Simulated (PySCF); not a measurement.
A structure optimised at PBE0-D3(BJ)/def2-SVP, used in a PySCF frequency run:

```xyz
6

C      0.0000     0.0000     2.4123
C      0.0000     0.0000     1.2021
C      0.0000     0.0000    -0.2706
F      1.0764     0.6215    -0.7431
F      0.0000    -1.2429    -0.7431
F     -1.0764     0.6215    -0.7431
```
Charge 0, spin multiplicity 2.

Task: Write its SMILES, formula and point group.

Result: [C]#CC(F)(F)F, C₃F₃, C3v

Task: What are its rotational constants (standard atomic weights)?

Result: 5.7398, 3.0896, 3.0896 GHz
